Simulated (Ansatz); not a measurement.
One change: `C[SiH](Cl)[SiH2]O` becomes `C[SiH]([AlH2])Cl`.

Ansatz, PBE0-D4/def2-TZVP geometries, multiplicity 1. Each molecule was computed in one conformer, which needn't be the lowest.

| property | `C[SiH](Cl)[SiH2]O` |
| --- | --- |
| HOMO energy (B3LYP/def2-TZVPP) / eV | -7.51 |
| size of the dipole moment (PBE/def2-TZVPP) / D | 1.30 |
| HOMO–LUMO gap (B3LYP/def2-TZVPP) / eV | 6.61 |
| HOMO–LUMO gap (PBE/def2-TZVPP) / eV | 4.91 |
| HOMO–LUMO gap (ωB97M-V/def2-TZVPP) / eV | 10.79 |
| HOMO–LUMO gap (PBE0/def2-TZVPP) / eV | 6.98 |

(1) What does the change do to each property? (Estimate.)

## Answers

(1) The calculation gave: 
```csv
property,`C[SiH]([AlH2])Cl`,shift
HOMO energy (B3LYP/def2-TZVPP) / eV,-7.13,0.38
size of the dipole moment (PBE/def2-TZVPP) / D,1.74,0.44
HOMO–LUMO gap (B3LYP/def2-TZVPP) / eV,4.73,-1.88
HOMO–LUMO gap (PBE/def2-TZVPP) / eV,3.25,-1.66
HOMO–LUMO gap (ωB97M-V/def2-TZVPP) / eV,8.72,-2.07
HOMO–LUMO gap (PBE0/def2-TZVPP) / eV,5.11,-1.87
```

With PBE0 the HOMO rises by 0.38 eV and the LUMO falls by 1.49 eV, so the gap narrows by about 1.87 eV. PBE moves the HOMO by 0.27 eV and ωB97M-V by 0.44 eV. Dipoles are sizes alone; their direction can turn.

B3LYP here is the variant with VWN-RPA as its local correlation; programs differ in this.
